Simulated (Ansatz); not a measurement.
Consider the hydrogenolysis of the Si–Br bond: `O[Si]Br` + H₂ → `O[SiH]` + HBr.

Calculated with Ansatz (gas phase, PBE0-D4/def2-TZVP geometries, no zero-point term in ΔE). CCSD(T)/CBS adds triple-zeta CCSD(T) − MP2 to the extrapolated MP2 energy (def2 sets, frozen cores). This one scheme is used for every species. DFT in def2-TZVPP. HSE06 is defined as in plane-wave codes. For Br outer-core shells are correlated without core-valence functions, which leaves a few kJ/mol of doubt a bond. Scalar relativity is left out up to krypton. One conformer a species, not always the lowest.

Is it downhill or uphill in electronic energy at CCSD(T)/CBS, and by how much? (An estimate is asked.)

The calculation gave: Uphill: ΔE = +33.6 kcal/mol.

What do these levels give: PBE0-D4, r2SCAN0-D4, HSE06-D4, ωB97M-V, PBE, BLYP, LC-ωPBE, MP2/def2-SVP, CCSD(T)/def2-SVP, HF/def2-QZVPP, MP2/def2-QZVPP, MP2/CBS(def2)? (Best estimate.)

Computed: PBE0-D4 34.6, r2SCAN0-D4 35.3, HSE06-D4 34.7, ωB97M-V 34.6, PBE 34.6, BLYP 33.4, LC-ωPBE 31.6, MP2/def2-SVP 31.0, CCSD(T)/def2-SVP 28.0, HF/def2-QZVPP 29.3, MP2/def2-QZVPP 35.9, MP2/CBS(def2) 36.8 kcal/mol.

Largest T1 diagnostic among the species: 0.016.

From BLYP to BHLYP (50 % exact exchange), in def2-TZVPP and without D4, ΔE moves by −1.3 kcal/mol. The D4 term adds +1.7 kcal/mol with B3LYP and +0.9 kcal/mol with PBE0; it sums over pairs of atoms, weighted by their polarisabilities, and B3LYP, whose exchange is more repulsive, gets the larger term.

B3LYP here is the variant with VWN-RPA as its local correlation; programs differ in this.
